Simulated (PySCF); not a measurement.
A structure optimised at ωB97X-D3(BJ)/def2-TZVP, used in a PySCF frequency run:

```xyz
4

O      0.1742     1.1540     0.0000
C     -0.4228     0.1348     0.0000
O      0.0187    -1.1168     0.0000
H      0.9936    -1.1068     0.0000
```
Charge 0, spin multiplicity 2.

Question: Write its SMILES, formula and point group.

Answer: O=[C]O, CHO₂, Cs

Question: What are its rotational constants (standard atomic weights)?

Answer: 141.19, 11.831, 10.916 GHz
